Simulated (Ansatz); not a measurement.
Total energies of `c1cc2sc(-c3cc4sc(-c5cc6sc(-c7cc8sc(-c9cc%10sccc%10s9)cc8s7)cc6s5)cc4s3)cc2s1` from Ansatz at PBE-D4/def2-SVP, gas phase (1 Eh = 27.2114 eV = 2625.5 kJ/mol). The reference geometry is relaxed at r2SCAN-D4/def2-SVP.

```json
{"state": "charge 0 singlet", "geometry": "reference", "energy (Eh)": "-5127.29860"}
{"state": "charge 1 doublet", "geometry": "reference", "energy (Eh)": "-5127.08948"}
{"state": "charge 1 doublet", "geometry": "relaxed at r2SCAN-D4/def2-SVP", "energy (Eh)": "-5127.09238"}
{"state": "charge -1 doublet", "geometry": "reference", "energy (Eh)": "-5127.36267"}
{"state": "free C atom (triplet)", "geometry": "–", "energy (Eh)": "-37.75124"}
{"state": "free S atom (triplet)", "geometry": "–", "energy (Eh)": "-397.80063"}
{"state": "free H atom (doublet)", "geometry": "–", "energy (Eh)": "-0.49863"}
```

Single mean-field runs in def2-SVP are fitted with def2-universal-jkfit.

Work out the vertical ionisation energy to the doublet.

E(charge 1 doublet) − E(charge 0 singlet) = -5127.08948 − (-5127.29860) = 0.20912 Eh = 5.69 eV. For comparison, −ε of the highest occupied level is 4.43 eV at this level, 1.26 eV less.

Work out the vertical electron affinity, to the doublet.

E(charge 0 singlet) − E(charge -1 doublet) = -5127.29860 − (-5127.36267) = 0.06407 Eh = 1.74 eV. The basis lacks diffuse functions, which makes affinities too small.

Give the fundamental gap IE − EA, the Mulliken electronegativity (IE + EA)/2 and the hardness (IE − EA)/2.

From the values in Eh: IE − EA = 0.20912 − 0.06407 = 0.14505 Eh = 3.95 eV; (IE + EA)/2 = 3.72 eV; (IE − EA)/2 = 1.97 eV. The HOMO–LUMO gap of the same run is 1.53 eV, 2.42 eV smaller than the fundamental gap.

How much does the charge 1 doublet relax, and what is the adiabatic ionisation energy?

Relaxation: -5127.08948 − (-5127.09238) = 0.00290 Eh = 0.08 eV. Adiabatic ionisation energy: 0.20622 Eh = 5.61 eV, without zero-point energy. 

What is the binding energy per atom against free atoms?

Atoms: 30 × (-37.75124) + 10 × (-397.80063) + 12 × (-0.49863) = -5116.52706 Eh. Binding: -5116.52706 − (-5127.29860) = 10.77154 Eh = 293.11 eV, or 5.64 eV for each of 52 atoms (no zero-point energy, no counterpoise term).
